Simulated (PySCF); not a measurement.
# SiSF₂: from structure and modes to constants

Method: PBE0/[Si def2-TZVP, S def2-TZVP, F def2-TZVP], no relativity, density fitting, PySCF.

The singlet minimum has C2v symmetry. Masses (u): Si 27.97693, S 31.97207, F 18.99840.

```xyz
4
charge 0 multiplicity 1, angstrom
Si    0.0000    0.0000   -0.2475
S     0.0000    0.0000    1.6679
F     1.2317    0.0000   -1.2218
F    -1.2317    0.0000   -1.2218
```

Harmonic wavenumbers (cm⁻¹): 246.6 (b2, ×1), 311.1 (b1, ×1), 334.1 (a1, ×1), 645.1 (a1, ×1), 981.1 (b2, ×1), 1012.3 (a1, ×1).

Problem. Find the principal moments of inertia and the rotational constants. What kind of rotor is it?

Solution. About the centre of mass I = 57.648, 147.38, 205.03 u Å². With B = 16.8576/I this gives 0.2924, 0.1144, 0.08222 cm⁻¹. The molecule is an asymmetric top with κ = -0.69.

Problem. What is the harmonic zero-point energy?

Solution. Half the sum of all 6 wavenumbers, 3530/2 = 1765 cm⁻¹, which is 21.1 kJ/mol (1 cm⁻¹ = 0.0119627 kJ/mol).

Problem. Find the vibrational entropy and heat capacity at 298.15 K.

Solution. With u = 1.43878 ω/T, each mode gives S = R[u/(eᵘ−1) − ln(1−e⁻ᵘ)] and C = R u² eᵘ/(eᵘ−1)².
```tsv
ω (cm⁻¹)	u	S (J/(mol K))	C (J/(mol K))
246.6	1.190	7.34	7.40
311.1	1.501	5.68	6.91
334.1	1.612	5.19	6.73
645.1	3.113	1.58	3.92
981.1	4.735	0.42	1.67
1012.3	4.885	0.37	1.52
```
The sums over all modes are S = 20.6 and C = 28.2 J/(mol K); the softest mode gives 36 % of the entropy.

Problem. Give the standard entropy (298.15 K, 1 bar) by its translational, rotational, vibrational and spin parts, and Cp.

Solution. Sackur–Tetrode with M = 97.95 u gives 166.0; rotation with symmetry number 2 gives 102.5; vibration 20.6; spin R ln 1 = 0.0. The total is 289.1 J/(mol K), and Cp = 4 R + 28.2 = 61.4 J/(mol K).

Other isomers or separated fragments may lie lower.
